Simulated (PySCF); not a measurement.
# CaP: from constants to spectrum

ROHF-CCSD(T) constants of CaP, ²Π (doublet), unpaired electrons π ↑ (PySCF, no relativity, basis sets Ca aug-pcseg-1, P aug-pcseg-1; masses 39.9626 and 30.9738 u):

| Quantity | Value |
| --- | --- |
| ωe | 306.2 cm⁻¹ |
| ωexe | 1.19 cm⁻¹ |
| Be | 0.1355 cm⁻¹ |
| αe | 0.000712 cm⁻¹ |
| D (centrifugal) | 1.06e-07 cm⁻¹ |
| De to Ca + P | 0.464 eV |

(1) Give the vibrational terms G(v) and spacings up to v = 6.

A state of this spin cannot dissociate to the ground-state fragments, so its own limit lies higher than the one that De refers to.

Correlated steps freeze 10 core orbitals. Correlated levels converge slowly with the basis: in double zeta they bind strong bonds too weakly, by up to about 1 eV, and carry superposition errors of some tenths. The CCSD T1 diagnostic is raised, a sign that a single reference may not be enough here. The state is the lowest determinant that a PBE0 search found; another state may lie lower at other levels.

Answers

(1) G(v) = ωe(v+½) − ωexe(v+½)².

| v | G(v) (cm⁻¹) | G(v) − G(v−1) | Bv (cm⁻¹) |
| --- | --- | --- | --- |
| 0 | 152.8 |  | 0.1351 |
| 1 | 456.6 | 303.8 | 0.1344 |
| 2 | 758.1 | 301.4 | 0.1337 |
| 3 | 1057.1 | 299.1 | 0.1330 |
| 4 | 1353.8 | 296.7 | 0.1323 |
| 5 | 1648.1 | 294.3 | 0.1316 |
| 6 | 1940.0 | 291.9 | 0.1309 |
